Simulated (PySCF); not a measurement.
BH4, SMILES [BH4-], charge -1.

Geometry: ωB97X-D3(BJ)/def2-TZVPD.

Two levels are set side by side: PBE/def2-TZVPD (PySCF) and M06-2X/def2-TZVPD (PySCF). Same geometry, gas phase. Differences are taken from unrounded values.

```
quantity                     M06-2X    PBE  PBE minus M06-2X
---------------------------  ------  -----  ----------------
orbital gap (eV)               7.09   4.47             -2.63
highest occupied level (eV)   -3.12  -0.65              2.47
lowest empty level (eV)        3.98   3.82             -0.16
mean polarisability (bohr³)    38.2   41.6               3.4
```

PBE's occupied levels lie high since its potential decays too fast outside the molecule; exact exchange lowers them and widens the gap. PBE's more diffuse valence density responds more strongly to a field. Differences between two approximate levels are no errors against the true value.

Rough cost on one machine, each run with all the roots and properties that it gave: M06-2X against PBE about 4 times.
